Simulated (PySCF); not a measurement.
Spin-rotation constants: `InChI=1S/C6H9BN2/c1-3-4-7(9-2)5-6-8/h3H,1-2,4-5H2`

Cartesian coordinates in Å; atom numbers follow the order of the lines, from 1:
```xyz
18

C     2.8358    0.5014    0.3297
C     1.9984   -0.3990   -0.1521
C     1.0265   -0.1463   -1.2594
B    -0.4731   -0.1310   -0.6789
C    -1.1596   -1.5044   -0.1801
C    -2.5896   -1.4218   -0.1905
N    -3.7308   -1.3307   -0.2134
N    -1.1351    1.0210   -0.5542
C    -1.7593    2.0876   -0.4557
H     3.5120    0.2795    1.1379
H     2.8833    1.5012   -0.0708
H     1.9744   -1.3949    0.2729
H     1.1238   -0.9411   -2.0021
H     1.2689    0.7989   -1.7450
H    -0.8567   -2.3473   -0.8051
H    -0.8374   -1.7174    0.8430
H    -2.3900    2.4549   -1.2610
H    -1.7003    2.6958    0.4435
```

The calculation used GIAO B3LYP/pcSseg-1 magnetisability, rotational g tensor and spin-rotation constants, non-relativistic, gas phase in PySCF. Geometry: GFN2-xTB.

(1) Give the nuclear spin-rotation constants along the inertial axes (H = +C I·J) beside the isotropic shieldings.

Results:

(1) Rotational constants 2.6587, 0.9167, 0.7374 GHz. A star marks the isotopologue with that one atom substituted, in its own axes.
```csv
atom,isotope,Caa (kHz),Cbb (kHz),Ccc (kHz),mean (kHz),σ (ppm)
B4,11B,0.721,0.286,0.128,0.378,73.9
N7,14N,0.088,0.197,0.163,0.149,-28.2
N8,14N,0.377,0.256,0.149,0.261,-146.1
H10,1H,-0.112,-0.068,-0.012,-0.064,26.8
H11,1H,-0.259,0.058,-0.070,-0.090,26.6
H12,1H,-0.268,0.069,-0.066,-0.088,25.8
H13,1H,-0.288,-0.048,-0.021,-0.119,29.8
H14,1H,-0.233,-0.006,-0.068,-0.102,29.9
H15,1H,-0.316,-0.020,-0.046,-0.127,30.1
H16,1H,-0.283,-0.081,-0.004,-0.123,29.8
H17,1H,-0.122,-0.035,-0.009,-0.056,24.1
H18,1H,-0.251,-0.042,0.031,-0.087,24.2
C1,13C*,0.684,0.344,0.203,0.410,61.8
C2,13C*,0.749,0.404,0.221,0.458,37.8
C3,13C*,0.472,0.169,0.122,0.254,146.9
C5,13C*,0.330,0.121,0.098,0.183,176.5
C6,13C*,0.076,0.389,0.345,0.270,59.7
C9,13C*,0.635,0.330,0.300,0.422,39.0
```
For the geometry as given, no vibrational averaging.
